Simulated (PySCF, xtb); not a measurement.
Si(OMe)(SiH3) (CH6OSi2), SMILES O(C)[Si][SiH3] (connectivity only; charge and spin as stated), neutral, multiplicity 1.

GFN2-xTB (xtb 6.7.1) at its own geometry gives an orbital gap of 1.94 eV and a dipole moment of 2.67 D.

Geometry: B3LYP-D3(BJ)/def2-SVP. The structure was generated by enumeration; whether it is a known compound was not checked. One conformer was computed; it need not be the lowest.

### Question
What does B3LYP/def2-TZVP run with PySCF give? (The exact figures need the calculation; the answer reports its results.)

### Answer
gap 3.27 eV (levels -5.85 and -2.58 eV), dipole 1.89 D.
